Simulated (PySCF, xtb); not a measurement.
WCl4H2, SMILES [Cl][WH2]([Cl])([Cl])[Cl], multiplicity 1.

Harmonic wavenumbers (cm⁻¹) from GFN2-xTB run with xtb at its own minimum, in rising order: 98, 115, 140, 152, 167, 215, 230, 302, 331, 630, 761, 870, 1066, 1658, 1689.

### Question
What does PySCF with PBE-D3(BJ)/def2-SVP give at its own minimum? (An estimate is asked for; the answer gives what the named calculation found.)

### Answer
86, 122, 131, 133, 133, 345, 367, 378, 382, 562, 648, 764, 1082, 2039, 2055. Paired by order, the mean absolute difference is 102 cm⁻¹ and the zero-point energies are 12.0 and 13.2 kcal/mol.
